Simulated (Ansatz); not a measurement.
Relaxation of CH$_{2}$OTe (5 atoms, charge 0, multiplicity 1), to a largest force component of 0.015 eV/Å in at most 40 steps.

All numbers below come from Ansatz, RKS B3LYP-D4/def2-SVP.

```xyz
5
Properties=species:S:1:pos:R:3:forces:R:3
O -1.288 -0.077 0.971 -1.52 0.29 0.77
C -0.529 -0.466 0.156 -0.07 0.38 1.07
Te 1.467 0.145 0.256 2.53 0.09 0.28
H -0.767 -1.146 -0.618 -0.67 -1.32 -1.64
H 1.863 -1.151 1.323 -0.27 0.55 -0.48
```

Task: Where does it end, and by what steps?

Result: The forces met the threshold. After 17 steps the energy has fallen by 0.591 eV; H5 moved furthest, 0.84 Å.

```
step  energy less start (eV)  largest force component (eV/Å)  accepted
   0                  0.0000                           2.529       yes
   1                  0.0972                           3.144        no
   2                 -0.2425                           1.247       yes
   3                 -0.2843                           0.739       yes
   4                 -0.2946                           0.142       yes
   5                 -0.2964                           0.122       yes
   6                 -0.3002                           0.159       yes
   7                 -0.2996                           0.888        no
   8                 -0.3083                           0.275       yes
   9                 -0.3177                           0.632       yes
  10                 -0.3910                           0.614       yes
  11                 -0.4631                           1.335       yes
  12                 -0.2537                           2.277        no
  13                 -0.5380                           0.666       yes
  14                 -0.5767                           0.200       yes
  15                 -0.5834                           0.141       yes
  16                 -0.5865                           0.201       yes
  17                 -0.5907                           0.009       yes
```

```xyz
5
Properties=species:S:1:pos:R:3
O -1.544 0.281 0.380
C -0.586 -0.425 0.325
Te 1.429 0.222 0.886
H -0.607 -1.490 -0.016
H 2.056 -1.283 0.514
```

Whether the end is a true minimum wasn't checked by a vibrational analysis.

Run time: 39 s on 1 thread of Arm Neoverse V2, on a shared host, peak memory 0.13 GiB.
